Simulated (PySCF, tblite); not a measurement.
Species: C5H10SSi.
Z-matrix (Å and degrees, GFN2-xTB geometry), rows numbered from 1:
```
C 
Si  1  1.8953
S   2  2.1616  1  109.56
C   3  1.7615  2   98.39  1   -64.85
C   4  1.4994  3  131.12  2   -93.60
C   4  1.4862  3  133.97  2  -179.31
C   6  1.4974  4   60.33  5   118.76
H   1  1.0873  2  111.36  3    65.71
H   1  1.0858  2  111.10  3  -174.17
H   1  1.0874  2  111.08  3   -54.07
H   2  1.4560  1  113.23  3   114.19
H   2  1.4611  1  111.15  3  -117.58
H   5  1.0825  4  117.34  6   107.61
H   5  1.0858  4  118.85  6  -108.71
H   6  1.0675  4  134.46  5  -120.68
H   7  1.0826  4  117.57  6  -107.40
H   7  1.0863  4  118.80  6   108.66
```

Jobs on this species (17 atoms, 70 electrons) with PySCF (density fitting) and tblite. Hardware of each: one thread of an Intel Xeon at 2.50 GHz (shared host). Times come from a shared host and carry two figures at best.

Question: Rank these jobs by wall time, shortest first.
A. CAM-B3LYP/def2-SVPD; 8 singlets by full TDDFT, 3 Tamm–Dancoff triplets, polarisability, density and orbital grids written; 231 basis functions
B. PBE0/pcSseg-1; shieldings, ring-centre shieldings, charges and field gradients; 183 basis functions
C. GFN2-xTB; Hessian by finite differences

Answer: C (2.3 s), B (82 s), A (2.6 min).

All jobs:

| level and settings | work | basis functions | SCF cycles | wall time |
| --- | --- | --- | --- | --- |
| GFN2-xTB | Hessian by finite differences | – | – | 2.3 s |
| PBE0/pcSseg-1 | shieldings, ring-centre shieldings, charges and field gradients | 183 | 13 | 82 s |
| CAM-B3LYP/def2-SVPD | 8 singlets by full TDDFT, 3 Tamm–Dancoff triplets, polarisability, density and orbital grids written | 231 | 12 | 2.6 min |

Question: What do all jobs in the table cost together?

Answer: About 4.0 min; the longest takes about 65 % of that, and about 68 times as long as the shortest.
